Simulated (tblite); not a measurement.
Record of a relaxation.

C4H10BOP.
Atom-mapped SMILES: `[CH:1]#[C:2][CH2:3][CH2:4][O:5][BH2-:6][PH3+:7]` (hydrogens: H8 on C1; H9, H10 on C3; H11, H12 on C4; H13, H14 on B6; H15, H16, H17 on P7)
Bond orders are those of one Lewis drawing.

Computed with GFN2-xTB (tblite), gas phase: L-BFGS steps from a force-field or distance-geometry start until the largest atomic force falls under 0.01 eV/Å. 6 of its 72 geometries are shown.

Step 0: E = -582.2206 eV, largest atomic force 1.630 eV/Å
```
atom  x, y, z in Å  |  force x, y, z in eV/Å
C1      4.214    0.009   -0.419   -1.535  -0.541   0.082
C2      3.078   -0.419   -0.360    1.494   0.402   0.031
C3      1.727   -0.958   -0.266    0.223  -0.187  -0.213
C4      0.701    0.189   -0.194   -0.158  -0.806   0.432
O5     -0.595   -0.373   -0.101    0.183   0.521  -0.146
B6     -1.611    0.716   -0.028    0.924   0.180   0.148
P7     -3.331   -0.050    0.072    0.896   0.130   0.279
H8      5.197    0.400   -0.472   -0.361  -0.140   0.001
H9      1.522   -1.575   -1.169    0.073   0.265   0.518
H10     1.631   -1.600    0.636    0.070   0.323  -0.486
H11     0.806    0.815   -1.099   -0.127   0.038   0.299
H12     0.924    0.786    0.725   -0.176  -0.029  -0.554
H13    -1.564    1.410   -0.987   -0.199   0.269  -0.449
H14    -1.427    1.379    0.949   -0.230   0.184   0.312
H15    -3.567   -0.824   -1.071   -0.537   0.053   0.693
H16    -3.416   -0.866    1.234   -0.587   0.267  -0.912
H17    -4.295    0.972    0.158    0.046  -0.929  -0.035
```

Step 14: E = -582.6827 eV, largest atomic force 0.109 eV/Å
```
atom  x, y, z in Å  |  force x, y, z in eV/Å
C1      4.189    0.002   -0.416    0.089   0.020  -0.007
C2      3.089   -0.464   -0.352   -0.075  -0.034   0.003
C3      1.740   -0.984   -0.271    0.024  -0.095  -0.002
C4      0.738    0.169   -0.189    0.015   0.010   0.009
O5     -0.583   -0.282   -0.108    0.001   0.109   0.006
B6     -1.516    0.844   -0.028   -0.025  -0.058   0.029
P7     -3.245   -0.062    0.073    0.030   0.017   0.037
H8      5.162    0.390   -0.474   -0.008  -0.008   0.001
H9      1.532   -1.595   -1.151   -0.041  -0.012  -0.055
H10     1.648   -1.619    0.612   -0.035  -0.022   0.066
H11     0.858    0.811   -1.074    0.032   0.051  -0.069
H12     0.975    0.789    0.691    0.034   0.029   0.046
H13    -1.561    1.527   -1.016   -0.069   0.005  -0.014
H14    -1.426    1.497    0.980   -0.072  -0.015  -0.006
H15    -3.701   -0.877   -0.947    0.059   0.016   0.002
H16    -3.567   -0.910    1.121    0.073   0.042  -0.044
H17    -4.340    0.776    0.159   -0.030  -0.055  -0.002
```

Step 28: E = -582.7234 eV, largest atomic force 0.271 eV/Å
```
atom  x, y, z in Å  |  force x, y, z in eV/Å
C1      4.156   -0.090   -0.415   -0.240  -0.126   0.011
C2      3.055   -0.562   -0.348    0.075   0.130  -0.033
C3      1.674   -1.006   -0.269   -0.056   0.165   0.042
C4      0.754    0.233   -0.186    0.140   0.067  -0.068
O5     -0.595   -0.128   -0.106    0.188  -0.065   0.043
B6     -1.547    0.979   -0.021   -0.092   0.077  -0.084
P7     -3.167   -0.104    0.069   -0.028   0.111  -0.089
H8      5.131    0.297   -0.475   -0.051  -0.078   0.009
H9      1.416   -1.603   -1.153    0.028   0.099   0.124
H10     1.532   -1.623    0.625    0.002   0.030  -0.083
H11     0.928    0.869   -1.073   -0.047  -0.092  -0.018
H12     1.048    0.850    0.685   -0.080  -0.165  -0.005
H13    -1.657    1.648   -1.027    0.053  -0.048   0.238
H14    -1.524    1.617    1.005    0.039  -0.017  -0.175
H15    -3.493   -0.955   -0.980    0.078   0.050   0.184
H16    -3.352   -0.984    1.119    0.036  -0.026  -0.096
H17    -4.368    0.575    0.159   -0.044  -0.111   0.000
```

Step 43: E = -582.9199 eV, largest atomic force 0.125 eV/Å
```
atom  x, y, z in Å  |  force x, y, z in eV/Å
C1      3.999   -0.428   -0.412    0.060  -0.015  -0.002
C2      2.835   -0.692   -0.340   -0.027  -0.025   0.012
C3      1.411   -0.924   -0.247   -0.033   0.035  -0.009
C4      0.672    0.416   -0.180   -0.014   0.023   0.015
O5     -0.704    0.191   -0.085    0.012   0.048  -0.021
B6     -1.660    1.332   -0.011   -0.063  -0.108   0.005
P7     -2.880   -0.178    0.045    0.032   0.002   0.010
H8      5.024   -0.226   -0.474    0.057  -0.005  -0.008
H9      1.063   -1.478   -1.123    0.022  -0.050   0.016
H10     1.182   -1.505    0.651    0.024  -0.017  -0.041
H11     0.902    1.011   -1.079   -0.035  -0.017   0.025
H12     1.023    0.985    0.695   -0.010   0.022   0.003
H13    -1.781    1.968   -1.006   -0.006   0.036   0.005
H14    -1.656    1.938    1.010   -0.008   0.050   0.002
H15    -2.658   -1.007   -1.022    0.015   0.000  -0.026
H16    -2.515   -1.036    1.051    0.005   0.009   0.009
H17    -4.265   -0.355    0.138   -0.032   0.011   0.004
```

Step 57: E = -582.9238 eV, largest atomic force 0.034 eV/Å
```
atom  x, y, z in Å  |  force x, y, z in eV/Å
C1      4.012   -0.461   -0.413    0.009   0.003  -0.001
C2      2.839   -0.685   -0.339   -0.002  -0.007   0.001
C3      1.412   -0.911   -0.247    0.009  -0.004  -0.002
C4      0.666    0.428   -0.179    0.009   0.002   0.003
O5     -0.712    0.208   -0.083    0.002  -0.014  -0.006
B6     -1.683    1.338   -0.008   -0.007  -0.001   0.005
P7     -2.870   -0.189    0.046   -0.012   0.031   0.007
H8      5.042   -0.276   -0.478    0.000  -0.018   0.000
H9      1.073   -1.473   -1.122   -0.010   0.002   0.003
H10     1.189   -1.499    0.648   -0.007   0.006  -0.004
H11     0.892    1.019   -1.079   -0.001   0.025  -0.001
H12     1.016    0.996    0.696    0.006   0.033   0.005
H13    -1.813    1.982   -0.999    0.005  -0.011  -0.010
H14    -1.687    1.955    1.007    0.003  -0.009   0.008
H15    -2.632   -1.005   -1.029   -0.005  -0.018  -0.002
H16    -2.494   -1.037    1.054   -0.008  -0.011  -0.005
H17    -4.257   -0.378    0.135    0.009  -0.009  -0.001
```

Step 71: E = -582.9257 eV, largest atomic force 0.009 eV/Å
```
atom  x, y, z in Å  |  force x, y, z in eV/Å
C1      4.024   -0.505   -0.415   -0.003  -0.005   0.000
C2      2.844   -0.684   -0.339    0.001   0.009  -0.001
C3      1.413   -0.880   -0.247   -0.002   0.000   0.001
C4      0.668    0.459   -0.178   -0.001   0.000   0.000
O5     -0.707    0.222   -0.080   -0.002   0.006  -0.001
B6     -1.695    1.337   -0.006    0.003   0.002   0.000
P7     -2.867   -0.204    0.045   -0.002  -0.006  -0.001
H8      5.061   -0.362   -0.482    0.003   0.003   0.000
H9      1.065   -1.439   -1.121   -0.004  -0.002   0.003
H10     1.183   -1.464    0.649   -0.005  -0.001  -0.002
H11     0.886    1.054   -1.079    0.002  -0.001   0.002
H12     1.014    1.034    0.696    0.006  -0.001  -0.001
H13    -1.833    1.976   -0.998    0.001  -0.004   0.002
H14    -1.708    1.953    1.010   -0.004  -0.004  -0.001
H15    -2.619   -1.020   -1.028   -0.002   0.001   0.002
H16    -2.486   -1.054    1.051    0.000   0.004  -0.002
H17    -4.251   -0.411    0.131    0.009   0.001   0.000
```

Task: Summarise the path.

Result: The energy falls by 0.7052 eV from step 0 to step 71; nine tenths of that is first reached at step 37. It never rises by more than 0.2 meV. The largest force goes from 1.630 to 0.009 eV/Å. Among the bonds B6–P7 changes most (a near tie, within 0.001 Å, with another), from 1.886 to 1.937 Å; the atoms move by 0.659 Å rms after alignment.

Task: Follow the three bonds and two angles with the largest change from start to end.

Result: 
```
step  E above end (eV)  largest force (eV/Å)  B6–P7 (Å)  P7–H16 (Å)  P7–H15 (Å)  O5–B6–P7 (°)  B6–P7–H17 (°)
   0            0.7052                 1.630      1.886       1.422       1.401         109.1          109.4
   3            0.3905                 0.693      1.890       1.374       1.390         107.1          113.3
   6            0.3007                 0.338      1.899       1.377       1.371         103.7          115.7
   9            0.2649                 0.296      1.922       1.376       1.377         102.9          115.1
  12            0.2472                 0.120      1.948       1.383       1.384         102.4          114.7
  15            0.2408                 0.196      1.957       1.386       1.384         102.1          115.4
  19            0.2304                 0.128      1.952       1.380       1.382         103.0          117.1
  22            0.2257                 0.103      1.955       1.382       1.380         102.5          117.2
  25            0.2206                 0.121      1.959       1.383       1.384         101.2          117.1
  28            0.2023                 0.271      1.952       1.382       1.389          97.1          116.8
  31            0.1572                 0.446      1.934       1.390       1.384          88.4          119.5
  34            0.1116                 0.584      1.902       1.359       1.358          84.6          125.3
  37            0.0697                 0.293      1.922       1.372       1.374          82.6          126.3
  40            0.0153                 0.154      1.931       1.368       1.368          79.4          134.0
  43            0.0059                 0.125      1.943       1.371       1.370          79.0          136.2
  46            0.0042                 0.057      1.938       1.371       1.371          79.1          136.2
  49            0.0035                 0.036      1.936       1.370       1.370          78.8          136.0
  52            0.0028                 0.041      1.935       1.370       1.371          78.5          136.1
  56            0.0021                 0.040      1.935       1.370       1.370          78.7          135.8
  59            0.0017                 0.029      1.935       1.371       1.371          78.5          135.5
  62            0.0010                 0.062      1.935       1.372       1.372          78.7          135.7
  65            0.0004                 0.024      1.937       1.371       1.370          79.0          135.8
  68            0.0001                 0.019      1.937       1.371       1.371          78.9          135.7
  71            0.0000                 0.009      1.937       1.371       1.371          78.9          135.7
```

The cost below is that of the whole relaxation. On an Arm Neoverse N1 with one thread, shared host, this took 0.74 s.
